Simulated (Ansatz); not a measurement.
Reaction (redistribution): `C[O][Sn][Cl]` + `C[SiH](N)BF` → `C[O][Sn][CH3]` + `N[SiH](Cl)BF`

Computed with Ansatz on PBE0-D4/def2-TZVP structures; ΔE is electronic, products minus reactants. CBS: MP2 limit from def2 TZ/QZ plus the TZ coupled-cluster correction, frozen cores. DFT in def2-TZVPP. B3LYP here is the variant with VWN-RPA as its local correlation; programs differ in this. def2 core potentials past Kr. For Sn outer-core shells are correlated without core-valence functions, which leaves a few kJ/mol of doubt a bond. Each species was taken in one conformer, which may not be the lowest.

```tsv
level	ΔE (kJ/mol)	difference from CCSD(T)/CBS
PBE-D4	62.8	2.2
r2SCAN-D4	63.9	3.3
PBE0-D4	62.3	1.7
B3LYP-D4	64.9	4.3
ωB97X-V	62.3	1.7
ωB97M-V	60.4	-0.2
B2PLYP	63.3	2.7
PBE	64.0	3.4
r2SCAN	64.1	3.5
PBE0	63.3	2.7
B3LYP	67.0	6.4
HF/def2-TZVPP	64.9	4.3
MP2/def2-TZVPP	56.3	-4.3
SCS-MP2/def2-TZVPP	57.3	-3.3
CCSD/def2-TZVPP	56.1	-4.5
CCSD(T)/def2-TZVPP	55.3	-5.3
HF/def2-QZVPP	66.0	5.4
MP2/def2-QZVPP	59.7	-0.9
SCS-MP2/def2-QZVPP	60.3	-0.3
HF/CBS(def2)	66.2	5.6
MP2/CBS(def2)	61.6	1.0
CCSD/CBS(def2)	61.3	0.7
CCSD(T)/CBS	60.6	0
```

Largest T1 diagnostic among the species: 0.017.

In def2-TZVPP, CCSD(T) changes the Hartree–Fock value by −9.6 kJ/mol (the triples alone add −0.8 kJ/mol) and MP2 by −8.6 kJ/mol.
